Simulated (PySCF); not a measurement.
Structure problem from calculated spectra and properties.

Formula: C2H11NOSi3.

| Quantity | Value |
| --- | --- |
| Triplet | lowest triplet excitation (Tamm–Dancoff): 2.49 eV [TDA PBE0/def2-SVPD] |
| 13C NMR | chemical shifts (computed TMS as zero) by class: 247.9 (1 C), -7.2 (1 C) ppm [GIAO PBE0/pcSseg-1] |
| UV, strongest line | among the 8 lowest singlet transitions: S3 at 5.81 eV (214 nm, f = 0.022) [TDDFT PBE0/def2-SVPD] |
| Dipole | 1.96 D [PBE0/def2-SVPD] |
| Rotational structure | rotational constants A, B, C: 2.941, 0.628, 0.552 GHz [GFN2-xTB] |
| UV, first state | lowest singlet excitation: 3.22 eV (385 nm, f = 0.001) [TDDFT PBE0/def2-SVPD] |
| 1H NMR | chemical shifts (computed TMS as zero) by class: 12.19 (1 H), 5.06 (1 H), 4.42 (1 H), 4.19 (1 H), 3.50 (3 H), 0.72 (2 H), 0.22 (1 H), -0.05 (1 H) ppm [GIAO PBE0/pcSseg-1] |
| NMR, other nuclei | isotropic shieldings of nuclei other than C and H, by class: 258 (1 N), -578 (1 O), 385 (1 Si), 428 (1 Si), 467 (1 Si) ppm [GIAO PBE0/pcSseg-1] |
| Polarisability | 119.2 au [PBE0/def2-SVPD] |

Electronic properties: PySCF, gas phase, density fitting. Levels stand in brackets. Isolated species at its GFN2-xTB geometry (one conformer only). GFN2-xTB frequencies show an imaginary mode (66i cm⁻¹), so this geometry is no minimum at that level. NMR classes are plain means over equivalent atoms (diastereotopic ones count apart unless rotation or inversion swaps them), as if these changed places fast.

Question: Give a SMILES that accounts for the data.

Answer: Numbering: `[NH2:1][Si@@H:2]([CH:3]=[O:4])[CH2:5][SiH2:6][SiH3:7]`. Its formula, C2H11NOSi3, gives 1 degree of unsaturation: 0 rings and 1 π bond in the structure found. 2 carbons fall into 2 classes; from least to most shielded: carbonyl carbon [C3] (247.9 ppm), sp3 carbon bound to silicon [C5] (-7.2 ppm). Hydrogen classes from least to most shielded: 1 H on a carbonyl carbon, C3 (12.19 ppm), 1 H on an SiH silicon, Si2 (5.06 ppm), 1 H on an SiH2 silicon, Si6 (4.42 ppm), 1 H on an SiH2 silicon, Si6 (4.19 ppm), 3 H on an SiH3 silicon, Si7 (3.50 ppm), 2 H on a silicon-bound nitrogen, N1 (0.72 ppm, a mean of values up to 1.0 ppm apart in this geometry), 1 H on an sp3 carbon bound to silicon, C5 (0.22 ppm), 1 H on an sp3 carbon bound to silicon, C5 (-0.05 ppm). The other shieldings belong to: 258 ppm, silicon-bound nitrogen [N1]; -578 ppm, carbonyl oxygen [O4]; 385 ppm, SiH silicon [Si2]; 428 ppm, SiH2 silicon [Si6]; 467 ppm, SiH3 silicon [Si7]. S1 is mainly HOMO→LUMO (weight 0.97); the largest Löwdin shares of the orbital it empties are 0.49 on the carbonyl oxygen, 0.20 on the carbonyl carbon, 0.11 on the SiH silicon and 0.10 on the formyl hydrogen, of the orbital it fills 0.40 on the carbonyl carbon, 0.34 on the carbonyl oxygen, 0.11 on the SiH silicon and 0.06 on the formyl hydrogen. The optimised geometry has point group C1 and is an asymmetric top. Structure: `N[Si@@H](C=O)C[SiH2][SiH3]`. Computed isomers that give other values at the same levels: `[SiH3]O[Si@@H]1CC[SiH2]N1` (smallest rotational constant: 0.741 GHz; this holds for the one conformer computed); `C=C[SiH2]N([SiH3])[SiH2]O` (13C chemical shifts (computed TMS as zero) by class: 142.2 (1 C), 139.5 (1 C) ppm); `C[SiH2][Si@]1(O)CN[SiH2]1` (13C chemical shifts (computed TMS as zero) by class: 54.9 (1 C), -10.7 (1 C) ppm). The assignments are read from this structure; whether some other isomer fits the data as well wasn't checked. The mirror image fits equally.

The values belong to the conformer `[NH2:1][Si@@H:2]([CH:3]=[O:4])[CH2:5][SiH2:6][SiH3:7]`: N1–Si2–C3–O4 -15°, N1–Si2–C5–Si6 71°, Si2–C5–Si6–Si7 -75°, H–N1–Si2–C3 26°, H–N1–Si2–C3 170°.
